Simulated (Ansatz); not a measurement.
Isolated molecules relaxed with PBE0-D4/def2-TZVP in Ansatz; ΔE leaves out vibrations. CCSD(T)/CBS adds triple-zeta CCSD(T) − MP2 to the extrapolated MP2 energy (def2 sets, frozen cores). This one scheme is used for every species. Functionals use def2-TZVPP. Each species was taken in one conformer, which may not be the lowest.

Reaction (cleavage of the B–Al bond): `O[BH][AlH][F]` + HCl → `OBCl` + `[F][AlH2]`

`O[BH][AlH][F]`:

Z-matrix (Å, degrees):
```
B
Al 1 2.147
O 1 1.355 2 118.0
H 1 1.209 2 124.2 3 180.0
F 2 1.659 1 117.1 3 109.6
H 2 1.588 1 128.4 3 -71.9
H 3 0.963 1 113.9 2 -179.6
```

HCl:

Cartesian coordinates in Å:
```
Cl 0.480 0.163 0.389
H -0.480 -0.163 -0.389
```

`OBCl`:

Cartesian coordinates in Å:
```
O 0.349 -0.699 0.719
B -0.401 0.071 -0.080
Cl 0.343 1.201 -1.216
H 1.296 -0.571 0.607
H -1.587 -0.002 -0.029
```

`[F][AlH2]`:

Cartesian coordinates in Å:
```
F -1.393 0.476 0.614
Al 0.048 -0.017 -0.021
H 0.197 0.046 -1.589
H 1.148 -0.505 0.996
```

CCSD(T)/CBS gives -134.9 kJ/mol.

Q: Another level gave -153.9 kJ/mol. Which?
A. B97M-V/def2-TZVPP
B. r2SCAN-D4/def2-TZVPP
C. CAM-B3LYP-D4/def2-TZVPP
D. revPBE/def2-TZVPP

A: A. B97M-V -153.9, revPBE -128.4, r2SCAN-D4 -142.5, CAM-B3LYP-D4 -137.9 kJ/mol.

Largest T1 diagnostic among the species: 0.014.

From PBE to PBE0 (25 % exact exchange), in def2-TZVPP and without D4, ΔE moves by −3.3 kJ/mol. Leaving LDA and LC-ωPBE aside and taking each functional with its dispersion term where it has one, the values, not all of them listed here, spread over 23.8 kJ/mol, from B97M-V to PBE-D4. LDA lies −5.2 kJ/mol from PBE without D4. At CCSD(T), def2-SVP lies −9.7 kJ/mol from the extrapolated value and def2-TZVPP +0.0 kJ/mol.
